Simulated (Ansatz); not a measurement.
C₂H₅N, triplet, at a GFN2-xTB geometry (a higher spin typed on purpose: for a closed-shell molecule this is an excited state); Ansatz (an electronic-structure program) with PBE/cc-pVDZ.

Input for Ansatz:
Ansatz 0.2 input:
```yaml
crystal:
  periodic: [false, false, false]
  atoms:
    - {symbol: C, position_ang: [1.18220412, -0.18704546, 0.00761715]}
    - {symbol: N, position_ang: [-0.13698691, 0.02812507, 0.44949271]}
    - {symbol: C, position_ang: [-1.19713933, 0.18377426, -0.35550450]}
    - {symbol: H, position_ang: [1.53745989, 0.64718989, -0.61480816]}
    - {symbol: H, position_ang: [1.83221410, -0.29239572, 0.87664903]}
    - {symbol: H, position_ang: [1.25623146, -1.08844880, -0.61795110]}
    - {symbol: H, position_ang: [-1.93125172, -0.61564286, -0.33659213]}
    - {symbol: H, position_ang: [-1.64613406, 1.17204923, -0.36642255]}
basis:
  gaussian:
    orbitals: cc-pVDZ
    point_charges:
      - {charge: 0.5, position_ang: [0.9165, -3.0786, -4.1704]}
hamiltonian:
  xc: pbe
magnetization: {spin_polarized: true, initial_magnetization: 2}
```

Problem. What does Ansatz print? Leave out banner, timings and long lists.

Solution. 
```
Functional definition: PBE
848 factors; their error is unknown
mean field evaluation 1: about -3631.3171 eV, gradient 3.4e1 eV
mean field evaluation 2: about -3627.0170 eV, gradient 4.3e1 eV
mean field evaluation 4: about -3637.2222 eV, gradient 4.0e0 eV
mean field evaluation 8: about -3637.2920 eV, gradient 6.8e-2 eV
mean field evaluation 16: about -3637.2646 eV, gradient 2.0e-5 eV
mean field -3637.26460270 eV, -133.6670087228 hartree, gradient 2.0e-5 eV, S^2 2.003390; 0 other end points of the search recorded, 0 dependent functions left out
reference -3637.26463001 eV, -133.6670097265 hartree; 13, 11 occupied and 54, 56 virtual orbitals, 848 factors
Total energy: -3637.26463001 eV, -133.6670097265 hartree
```
